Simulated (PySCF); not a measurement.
## Electron correlation in Co (cobalt, neutral)

[Ar] 3d7 4s1 5s1, high-spin 6F determinant (an excited configuration). Calculation: PySCF 2.14, in aug-cc-pwCVTZ-DK (10s9p7d4f3g, 127 functions); the spin-free X2C one-electron Hamiltonian (Gaussian nucleus). Frozen: [Ne]; 17 electrons correlated.

MP2 pair energies summed by pair of shells (mhartree):

```
 pair   energy  share (%)
3p-3d  -250.10       37.2
3d-3d  -206.12       30.7
3p-3p   -81.44       12.1
3s-3d   -49.99        7.4
3s-3p   -40.91        6.1
3d-4s   -23.75        3.5
3p-4s    -8.52        1.3
3s-3s    -5.66        0.8
3d-5s    -2.00        0.3
4s-5s    -1.91        0.3
3s-4s    -0.85        0.1
3p-5s    -0.65        0.1
3s-5s    -0.07        0.0
```

Total MP2 correlation energy: -671.97 mhartree.

Same-spin part -222.25 and opposite-spin part -449.72 mhartree; SCS-MP2 scales them by 1/3 and 6/5 to -613.75 mhartree.
